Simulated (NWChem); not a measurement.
## Total energies of tin monoxide (OSn)

```xyz
2

Sn     0.0000     0.0000     0.2536
O      0.0000     0.0000    -1.5848
```
Charge 0, spin multiplicity 1.

Everything below was run with NWChem. The geometry was optimised at PBE0/def2-SVP with def2 effective core potentials on Sn, a minimum by its harmonic frequencies.

Basis set: def2-TZVP (81 functions).

```json
[
 {"method": "RHF", "total energy (Ha)": "-288.21721"},
 {"method": "MP2", "total energy (Ha)": "-288.78595"},
 {"method": "B2PLYP", "total energy (Ha)": "-289.31132"},
 {"method": "PBE", "total energy (Ha)": "-289.48566"},
 {"method": "B3LYP", "total energy (Ha)": "-289.62819"},
 {"method": "CAM-B3LYP", "total energy (Ha)": "-289.51029"},
 {"method": "CCSD(T)", "total energy (Ha)": "-288.78595"}
]
```

Total energies of different functionals aren't comparable as a measure of quality: only differences taken within one method are. 

Effective core potentials replace the inner electrons of Sn; spin-orbit coupling is left out. The correlated methods keep 5 core orbitals frozen. B3LYP has NWChem's definition, with VWN1-RPA local correlation. No row is a measurement; the coupled-cluster row has its own basis-set and correlation limits.
